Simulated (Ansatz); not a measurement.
Frontier orbitals of C6H5BF2 (`FB(F)c1ccccc1`).

Cartesian coordinates in Å:
```
F -1.299 -0.925 -2.875
B -1.614 -0.737 -1.603
F -2.871 -0.980 -1.266
C -0.573 -0.262 -0.569
C 0.749 -0.014 -0.950
C 1.684 0.413 -0.024
C 1.309 0.598 1.300
C 0.001 0.357 1.697
C -0.932 -0.070 0.768
H 1.040 -0.159 -1.985
H 2.707 0.602 -0.330
H 2.041 0.932 2.027
H -0.287 0.503 2.732
H -1.955 -0.259 1.076
```

The species carries charge 0 and has multiplicity 1. All single points use the PBE0-D4/def2-TZVP geometry. It is one conformer, not always the lowest. Basis def2-TZVPP, the Gaussian-basis code of Ansatz.

A caution on the coupled-cluster cation, which keeps the state that its UHF reference found: spin contamination of the cation.

```tsv
functional	HOMO (eV)	LUMO (eV)
ωB97X-V	-9.84	0.63
```

(1) Give HOMO and LUMO (eV) with LDA (SPW92), PBE, revPBE, BLYP, r2SCAN, B97M-V, PBE0, B3LYP, r2SCANh, r2SCAN0, HSE06 (plane-wave form), BHLYP, CAM-B3LYP, LC-ωPBE, ωB97M-V, HF. (Estimate.)

Answers

(1) The calculation gave: 
```tsv
functional	HOMO	LUMO
LDA (SPW92)	-6.93	-2.59
PBE	-6.70	-2.32
revPBE	-6.62	-2.21
BLYP	-6.50	-2.15
r2SCAN	-6.88	-2.15
B97M-V	-6.82	-2.07
PBE0	-7.69	-1.46
B3LYP	-7.46	-1.64
r2SCANh	-7.26	-1.84
r2SCAN0	-7.82	-1.37
HSE06 (plane-wave form)	-7.30	-1.84
BHLYP	-8.47	-0.46
CAM-B3LYP	-8.90	-0.39
LC-ωPBE	-10.20	0.64
ωB97M-V	-9.77	0.55
HF	-9.56	2.04
```

B3LYP here is the variant with VWN-RPA as its local correlation; programs differ in this. LC-ωPBE has ω = 0.4 bohr⁻¹. Positive LUMOs are unbound and depend on the basis.
